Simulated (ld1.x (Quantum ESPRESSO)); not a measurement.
What one change does to a pseudopotential (oxygen (O), TM)

| Quantity | Value |
| --- | --- |
| Element | O |
| Generator | ld1.x (Quantum ESPRESSO) 7.5 |
| Type | norm-conserving Troullier–Martins (Kleinman–Bylander form) |
| Functional | LDA (PZ) |
| Relativity | scalar-relativistic |
| Frozen core | [He] |
| Valence charge | 6 |
| Reference configuration | 2s2 2p2 (charge +2) |
| Partial waves | 2s (bound): rc 0.60 bohr; 2p (bound): rc 1.80 bohr |
| Local potential | all-electron potential smoothed inside 1.55 bohr (lloc = -1) |
| Core correction | a·sin(br)/r model core, default radius (core density twice the valence density) |

All-electron outer shells of the reference configuration (LDA (PZ), scalar-relativistic, ld1.x):

```json
{"shell": "2s", "level (eV)": "-58.02", "outermost node (bohr)": "0.28", "outermost maximum (bohr)": "0.84"}
{"shell": "2p", "level (eV)": "-43.35", "outermost node (bohr)": "–", "outermost maximum (bohr)": "0.74"}
```

Change: core correction a·sin(br)/r model core inside 0.56 bohr.

Cutoffs: the cutoffs (Ry, on a coarse ladder) from which the occupation-weighted sum of valence levels, in a spherical-Bessel basis at the reference potential, stays within 10 and 1 mRy of its value at 400 Ry; they do not see the model core or the augmentation charge, which bear on the density cutoff. Errors are all-electron minus pseudo energies relative to the spin-unpolarised reference configuration.

Q: What does the change do?

A: Both files keep a bound ghost (s); of the 9 tests that both files solve, the error grows in 5 and shrinks in 0 by more than 15 % and 0.3 meV (median size 74.3 → 88.8 meV). The default core radius of the base comes out at 0.36 bohr. A wider model core is smoother and lowers the density cutoff, which this test does not measure.

```csv
quantity,base,changed
"cutoff, loose",200 Ry,200 Ry
"cutoff, tight",over 300 Ry,over 300 Ry
bound ghosts,s,s
"error for 2s2 2p4, meV [ΔE -50.29 eV]",+73,+89
"error for 2s2 2p3, meV [ΔE -33.71 eV]",+54,+61
"error for 2s2 2p1, meV [ΔE 53.96 eV]",+198,+214
"error for 2s1 2p5, meV [ΔE -35.71 eV]",+571,+578
"error for 2s2 2p3.5, meV [ΔE -43.93 eV]",+74,+86
"error for 2s2 2p4.3, meV [ΔE -52.47 eV]",+62,+80
"error for 2s0 2p6, meV [ΔE -21.06 eV]",+1077,+1087
"error for 2s2 2p2 (spin-polarised), meV [ΔE -2.23 eV]",+4.5,+44
"error for 2s2 2p4 (spin-polarised), meV [ΔE -51.70 eV]",+99,+135
s: phases at 1.94 bohr within 0.05 rad from the reference energy up to (Ry; the scan ends near 5),-1.2,-1.2
p: phases at 1.94 bohr within 0.05 rad from the reference energy up to (Ry; the scan ends near 5),-0.4,-0.4
```

 A true bound ghost makes a file unfit for plane-wave use even where its test errors are small: the radial tests pick states by their node count and pass the ghost by.
